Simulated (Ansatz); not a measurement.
Ansatz (a first-principles code) input for CH4ClNOSi2, SMILES Cl[Si@H]1N=CO[SiH2]1, PBE-D3(BJ)/def2-SVP. 

Ansatz 0.2 input:
```yaml
crystal:
  periodic: [false, false, false]
  atoms:
    - {symbol: Cl, position_ang: [-1.72612026, -1.39197709, -0.78838840]}
    - {symbol: Si, position_ang: [-0.54443191, -0.44122387, 0.53448905]}
    - {symbol: N, position_ang: [1.09186260, -1.00503775, 0.30678698]}
    - {symbol: C, position_ang: [1.94316682, -0.11799780, 0.06125289]}
    - {symbol: O, position_ang: [1.70822913, 1.18470432, -0.04385770]}
    - {symbol: Si, position_ang: [0.13013535, 1.73311729, 0.12992860]}
    - {symbol: H, position_ang: [-0.92779288, -0.84300667, 1.88407892]}
    - {symbol: H, position_ang: [2.98855946, -0.37505378, -0.09094592]}
    - {symbol: H, position_ang: [-0.11208143, 2.42693136, -1.12971796]}
    - {symbol: H, position_ang: [0.22763911, 2.63384804, 1.27317579]}
basis:
  gaussian:
    orbitals: def2-SVP
hamiltonian:
  xc: pbe
  dispersion: d3bj
relax: {f_tol: 0.002, max_steps: 200}
```

Program output:

```
WARN ansatz: RAYON_NUM_THREADS=2 ignored (pool sized by the plan → 2); use --threads N
Functional definition: PBE
integrals: 0.07 GiB planned
1292 factors; their error is unknown
mean field: 0.35 GiB planned
mean field evaluation 1: about -32879.8496 eV, gradient 6.2e1 eV
mean field evaluation 2: about -32816.2540 eV, gradient 1.5e2 eV
mean field evaluation 4: about -32886.8245 eV, gradient 2.6e1 eV
mean field evaluation 8: about -32888.1730 eV, gradient 1.6e-1 eV
mean field evaluation 16: about -32888.0709 eV, gradient 1.6e-3 eV
mean field -32888.07090636 eV, -1208.6143134735 hartree, gradient 2.0e-5 eV, S^2 0.000000; 0 other end points of the search recorded, 0 dependent functions left out
the calculation of the forces begins
reference -32888.07094157 eV, -1208.6143147676 hartree; 35, 35 occupied and 81, 81 virtual orbitals, 1292 factors
relax step   1: F+E_penalty+E_count = -32888.37606483 eV  Δ(F+E_penalty+E_count) = +0.000e0 eV  max|allowed force component| = 1.825e0 eV/Å  Δτ_max = 0.0000 Å  (29 SCF iters, accepted)
these checks for a lower state are left out or cut short: starts, cluster_reference, orbital_swaps, neighbouring_geometries, increment
integrals: 0.07 GiB planned
1292 factors; their error is unknown
mean field: 0.35 GiB planned
mean field -32888.36385263 eV, -1208.6250790504 hartree, gradient 1.0e-5 eV, S^2 0.000000; 0 other end points of the search recorded, 0 dependent functions left out
the calculation of the forces begins
reference -32888.36388838 eV, -1208.6250803644 hartree; 35, 35 occupied and 81, 81 virtual orbitals, 1292 factors
relax step   2: F+E_penalty+E_count = -32888.66397489 eV  Δ(F+E_penalty+E_count) = -2.879e-1 eV  max|allowed force component| = 1.079e0 eV/Å  Δτ_max = 0.1073 Å  (30 SCF iters, accepted)
these checks for a lower state are left out or cut short: starts, cluster_reference, orbital_swaps, neighbouring_geometries, increment
integrals: 0.07 GiB planned
1292 factors; their error is unknown
mean field: 0.35 GiB planned
mean field evaluation 32: about -32888.3980 eV, gradient 1.1e-3 eV
mean field -32888.39797349 eV, -1208.6263329690 hartree, gradient 1.5e-5 eV, S^2 0.000000; 0 other end points of the search recorded, 0 dependent functions left out
the calculation of the forces begins
reference -32888.39800934 eV, -1208.6263342864 hartree; 35, 35 occupied and 81, 81 virtual orbitals, 1292 factors
relax step   3: F+E_penalty+E_count = -32888.69805701 eV  Δ(F+E_penalty+E_count) = -3.408e-2 eV  max|allowed force component| = 4.146e-1 eV/Å  Δτ_max = 0.0742 Å  (30 SCF iters, accepted)
these checks for a lower state are left out or cut short: starts, cluster_reference, orbital_swaps, neighbouring_geometries, increment
integrals: 0.07 GiB planned
1292 factors; their error is unknown
mean field: 0.35 GiB planned
mean field -32888.40850432 eV, -1208.6267199699 hartree, gradient 1.5e-5 eV, S^2 0.000000; 0 other end points of the search recorded, 0 dependent functions left out
the calculation of the forces begins
reference -32888.40854008 eV, -1208.6267212839 hartree; 35, 35 occupied and 81, 81 virtual orbitals, 1292 factors
relax step   4: F+E_penalty+E_count = -32888.70877643 eV  Δ(F+E_penalty+E_count) = -1.072e-2 eV  max|allowed force component| = 2.118e-1 eV/Å  Δτ_max = 0.0355 Å  (31 SCF iters, accepted)
these checks for a lower state are left out or cut short: starts, cluster_reference, orbital_swaps, neighbouring_geometries, increment
integrals: 0.07 GiB planned
1292 factors; their error is unknown
mean field: 0.35 GiB planned
mean field -32888.40880708 eV, -1208.6267310961 hartree, gradient 1.5e-5 eV, S^2 0.000000; 0 other end points of the search recorded, 0 dependent functions left out
the calculation of the forces begins
reference -32888.40884266 eV, -1208.6267324036 hartree; 35, 35 occupied and 81, 81 virtual orbitals, 1292 factors
relax step   5: F+E_penalty+E_count = -32888.71079766 eV  Δ(F+E_penalty+E_count) = -2.021e-3 eV  max|allowed force component| = 1.358e-1 eV/Å  Δτ_max = 0.0650 Å  (29 SCF iters, accepted)
these checks for a lower state are left out or cut short: starts, cluster_reference, orbital_swaps, neighbouring_geometries, increment
integrals: 0.07 GiB planned
1292 factors; their error is unknown
mean field: 0.35 GiB planned
mean field -32888.41040896 eV, -1208.6267899641 hartree, gradient 1.4e-5 eV, S^2 0.000000; 0 other end points of the search recorded, 0 dependent functions left out
the calculation of the forces begins
reference -32888.41044455 eV, -1208.6267912720 hartree; 35, 35 occupied and 81, 81 virtual orbitals, 1292 factors
relax step   6: F+E_penalty+E_count = -32888.71240852 eV  Δ(F+E_penalty+E_count) = -1.611e-3 eV  max|allowed force component| = 6.932e-2 eV/Å  Δτ_max = 0.0360 Å  (32 SCF iters, accepted)
these checks for a lower state are left out or cut short: starts, cluster_reference, orbital_swaps, neighbouring_geometries, increment
integrals: 0.07 GiB planned
1292 factors; their error is unknown
mean field: 0.35 GiB planned
mean field -32888.41215893 eV, -1208.6268542743 hartree, gradient 1.5e-5 eV, S^2 0.000000; 0 other end points of the search recorded, 0 dependent functions left out
the calculation of the forces begins
reference -32888.41219453 eV, -1208.6268555826 hartree; 35, 35 occupied and 81, 81 virtual orbitals, 1292 factors
relax step   7: F+E_penalty+E_count = -32888.71375906 eV  Δ(F+E_penalty+E_count) = -1.351e-3 eV  max|allowed force component| = 1.438e-2 eV/Å  Δτ_max = 0.0218 Å  (31 SCF iters, accepted)
these checks for a lower state are left out or cut short: starts, cluster_reference, orbital_swaps, neighbouring_geometries, increment
integrals: 0.07 GiB planned
1292 factors; their error is unknown
mean field: 0.35 GiB planned
mean field evaluation 64: about -32888.5151 eV, gradient 4.7e-4 eV
mean field -32888.41229772 eV, -1208.6268593746 hartree, gradient 1.5e-5 eV, S^2 0.000000; 0 other end points of the search recorded, 0 dependent functions left out
the calculation of the forces begins
reference -32888.41233333 eV, -1208.6268606832 hartree; 35, 35 occupied and 81, 81 virtual orbitals, 1292 factors
relax step   8: F+E_penalty+E_count = -32888.71381083 eV  Δ(F+E_penalty+E_count) = -5.177e-5 eV  max|allowed force component| = 5.600e-3 eV/Å  Δτ_max = 0.0057 Å  (32 SCF iters, accepted)
these checks for a lower state are left out or cut short: starts, cluster_reference, orbital_swaps, neighbouring_geometries, increment
integrals: 0.07 GiB planned
1292 factors; their error is unknown
mean field: 0.35 GiB planned
mean field -32888.41231137 eV, -1208.6268598763 hartree, gradient 1.8e-5 eV, S^2 0.000000; 0 other end points of the search recorded, 0 dependent functions left out
the calculation of the forces begins
reference -32888.41234698 eV, -1208.6268611851 hartree; 35, 35 occupied and 81, 81 virtual orbitals, 1292 factors
relax step   9: F+E_penalty+E_count = -32888.71381768 eV  Δ(F+E_penalty+E_count) = -6.845e-6 eV  max|allowed force component| = 1.712e-3 eV/Å  Δτ_max = 0.0021 Å  (23 SCF iters, accepted)
integrals: 0.07 GiB planned
1292 factors; their error is unknown
mean field: 0.35 GiB planned
mean field evaluation 96: about -32888.4123 eV, gradient 3.1e-5 eV
mean field -32888.41231137 eV, -1208.6268598763 hartree, gradient 1.8e-5 eV, S^2 0.000000; 1 other end points of the search recorded, 0 dependent functions left out
the calculation of the forces begins
reference -32888.41234698 eV, -1208.6268611851 hartree; 35, 35 occupied and 81, 81 virtual orbitals, 1292 factors
Total energy: -32888.71385329 eV, -1208.6379413375 hartree
Atom 0 at    -1.748567    -1.286059    -0.881552 Å, force     0.000434     0.000441     0.000778 eV/Å
Atom 1 at    -0.507695    -0.483122     0.583743 Å, force     0.001279    -0.001013    -0.000806 eV/Å
Atom 2 at     1.152858    -1.050888     0.386504 Å, force    -0.000980     0.000059    -0.000523 eV/Å
Atom 3 at     2.010143    -0.152762     0.059361 Å, force     0.001712     0.000352    -0.000167 eV/Å
Atom 4 at     1.794929     1.178282    -0.125124 Å, force     0.000835    -0.000469    -0.000141 eV/Å
Atom 5 at     0.149021     1.732679     0.147285 Å, force    -0.000939     0.000736     0.000027 eV/Å
Atom 6 at    -1.067274    -0.858934     1.919057 Å, force    -0.000669    -0.000032     0.000404 eV/Å
Atom 7 at     3.079979    -0.398411    -0.113648 Å, force    -0.000952    -0.000620     0.000261 eV/Å
Atom 8 at    -0.300077     2.404175    -1.115146 Å, force    -0.000194     0.000052     0.000114 eV/Å
Atom 9 at     0.215849     2.719343     1.276322 Å, force    -0.000526     0.000493     0.000053 eV/Å
Dipole moment:    -0.014899     0.371861     0.143166 e Å
```

The run converged.
